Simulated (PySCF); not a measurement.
Static response to an electric field

C₅H₈FOP.
Cartesian coordinates in Å at the GFN2-xTB level; atoms count from 1:
```
atom  x, y, z in Å
C1    -1.928   -0.699    1.491
O2    -1.600   -0.604    0.120
C3    -0.348   -0.201   -0.203
C4     0.685    0.166    0.553
F5     0.703    0.198    1.915
C6     1.967    0.526   -0.130
P7     1.492    0.821   -1.909
C8    -0.062   -0.190   -1.682
H9    -2.962   -1.039    1.523
H10   -1.845    0.270    1.988
H11   -1.288   -1.422    2.003
H12    2.431    1.414    0.306
H13    2.694   -0.291   -0.061
H14    0.851    2.040   -1.636
H15   -0.895    0.230   -2.248
H16    0.098   -1.211   -2.042
```

Level: PBE0/def2-SVPD (PySCF), static field, nuclei fixed, core orbitals frozen in the response. The polarisability tensor in these axes (au):

```
x   95.00 10.82 -4.86
y   10.82 72.28 -3.74
z   -4.86 -3.74 91.91
```

Task: Diagonalise the tensor; give its mean and Δα, where Δα² is half the sum of the squared differences of the eigenvalues.

Result: Principal values 67.83, 88.75 and 102.61 au; mean 86.40 au = 12.80 Å³ = 14.24 × 10⁻⁴⁰ C²·m²/J; Δα = 30.32 au (35 % of the mean).

Task: What is the dipole moment, and where does it point?

Result: (-0.57, -0.21, 0.38) D, 0.72 D in size, pointing from the negative to the positive side. Measured along this direction, the outermost atoms are P7 at the negative end and H9 at the positive end.

Task: Orientational against electronic polarisability at 298 K (dilute gas, rigid molecules)?

Result: In Gaussian units μ²/3kT = 4.16 Å³ against 12.80 Å³, a ratio of 0.33; the Debye molar polarisation (4π/3)N_A(α + μ²/3kT) is 42.8 cm³/mol, leaving out the vibrational part.

Task: What molar refraction does this α imply?

Result: Lorentz–Lorenz: R = (4π/3)N_A α = 2.5225 cm³/(mol·Å³) × 12.80 Å³ = 32.3 cm³/mol, in the limit of long wavelengths.

Task: Find the Langevin capture rate constant for H3+ (3.023 u) meeting this molecule (134.030 u), k = 2.342 × 10⁻⁹ cm³/s × √(α in Å³ / reduced mass in u).

Result: The reduced mass is 2.96 u, so k = 4.87 × 10⁻⁹ cm³/s. The formula leaves out the permanent dipole, which adds to the capture rate.

Task: What depolarisation ratio follows for Rayleigh scattering of linearly polarised light, taking the static tensor?

Result: ρ = 3Δα²/(45ᾱ² + 4Δα²) = 2758.2/(335896 + 3677.6) = 0.00812.

Task: Give the principal axes and the span of the nuclei along them.

Result: Largest value along (0.80, 0.35, -0.49), where the nuclei span 5.89 Å; middle along (0.48, 0.12, 0.87), 4.39 Å; least along (-0.36, 0.93, 0.07), 2.79 Å. The response follows the extents in order.

Isolated species at its GFN2-xTB geometry (one conformer only).
